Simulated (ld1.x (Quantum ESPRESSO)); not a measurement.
**What the settings do to the TM potential of Ar**

Base potential:

Ar (Z = 18), norm-conserving Troullier–Martins (Kleinman–Bylander form), made with ld1.x (Quantum ESPRESSO) 7.5 (revPBE, scalar-relativistic). Core [Ne], reference 3s2 3p6. Waves: 3p (bound): rc 1.35 bohr; 3d channel at 0.3 Ry: rc 1.45 bohr; 3s (bound): rc 1.25 bohr. Local part: the s channel. Core correction: none.

All-electron outer shells of the reference configuration (revPBE, scalar-relativistic, ld1.x):

```json
{"shell": "2s", "level (eV)": "-297.07", "outermost node (bohr)": "0.12", "outermost maximum (bohr)": "0.34"}
{"shell": "2p", "level (eV)": "-229.81", "outermost node (bohr)": "–", "outermost maximum (bohr)": "0.28"}
{"shell": "3s", "level (eV)": "-24.27", "outermost node (bohr)": "0.52", "outermost maximum (bohr)": "1.17"}
{"shell": "3p", "level (eV)": "-10.23", "outermost node (bohr)": "0.49", "outermost maximum (bohr)": "1.30"}
```

Cutoffs, loose and tight: the cutoffs (Ry, on a coarse ladder) from which the occupation-weighted sum of valence levels, in a spherical-Bessel basis at the reference potential, stays within 10 and 1 mRy of its value at 400 Ry. They do not see the model core or the augmentation charge, which bear on the density cutoff. Test errors are all-electron minus pseudo excitation energies from the reference, over the configurations 3s2 3p5; 3s2 3p4; 3s2 3p3; 3s2 3p5.5; 3s1 3p6; 3s2 3p2. A dash means not determined; rows that change the core or the reference have their own tests.

```tsv
change	outcome	cutoff, loose	cutoff, tight	bound ghosts	largest test error (meV)
base	generated	60 Ry	90 Ry	none	+171
wave 3s (bound): rc 1.25 bohr becomes 3s (bound): rc 0.86 bohr	generated	160 Ry	300 Ry	none	+294
wave 3s (bound): rc 1.25 bohr becomes 3s (bound): rc 0.94 bohr	generated	140 Ry	260 Ry	none	+233
wave 3s (bound): rc 1.25 bohr becomes 3s (bound): rc 1.10 bohr	generated	70 Ry	100 Ry	none	+169
wave 3s (bound): rc 1.25 bohr becomes 3s (bound): rc 1.26 bohr	generated	60 Ry	90 Ry	none	+171
wave 3s (bound): rc 1.25 bohr becomes 3s (bound): rc 1.60 bohr	generated	45 Ry	70 Ry	none	+318
```

**Question.** What comes out with this change to the base: wave 3s (bound): rc 1.25 bohr becomes 3s (bound): rc 1.74 bohr?

**Answer.** outcome: generated; cutoff, loose: 40 Ry; cutoff, tight: 55 Ry; bound ghosts: none; largest test error (meV): +457.

**Question.** What comes out with this change to the base: wave 3s (bound): rc 1.25 bohr becomes 3s (bound): rc 1.90 bohr?

**Answer.** outcome: generated; cutoff, loose: 40 Ry; cutoff, tight: 55 Ry; bound ghosts: none; largest test error (meV): +589.

**Question.** What comes out with this change to the base: wave 3s (bound): rc 1.25 bohr becomes 3s (bound): rc 1.44 bohr?

**Answer.** outcome: generated; cutoff, loose: 55 Ry; cutoff, tight: 80 Ry; bound ghosts: none; largest test error (meV): +226.

Reading the sweep of the s radius (base included, trends over the rows without a ghost): The loose cutoff falls from 160 Ry at 0.86 to 40 Ry at 1.9 bohr. A larger radius leaves more room for a smooth pseudo-wave, so fewer plane waves are needed; a smaller one forces it to follow the all-electron wave where it bends sharply. The median size of the test errors (rows with all tests solved) is not monotonic: lowest 10.0 meV at 1.1 bohr, highest 59.9 meV at 1.9 bohr.
